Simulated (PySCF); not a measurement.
Computed with PBE-D3(BJ)/def2-TZVP // PBE0-D4/def2-TZVP in PySCF. All species are isolated molecules in the gas phase. One relaxed conformer stands for a flexible species; it need not be the lowest. Excitations are Tamm–Dancoff values on a coarser integration grid. The basis has no diffuse functions, so Rydberg states are missing or too high.

Reference species (SMILES): `NC(C(B)=C)=C` (neutral, multiplicity 1).

* **S1 oscillator strength**: 0.041
* **S1–T1 gap (TDA)**: 0.61 eV
* **LUMO**: -2.92 eV
* **HOMO**: -5.14 eV

After one change: the S1 oscillator strength goes up by 0.022; the S1–T1 gap (TDA) rises by 0.53 eV; the LUMO rises by 0.59 eV; the HOMO increases by 0.26 eV.

Question: Which change was made? The new species is one of these.
(A) `B/C=C/C=C/N`
(B) `B/C(C=C)=C/N`
(C) `B/C=C\C=C/N`
(D) `B/C(C=C)=C\N`

Answer: D, `B/C(C=C)=C\N`
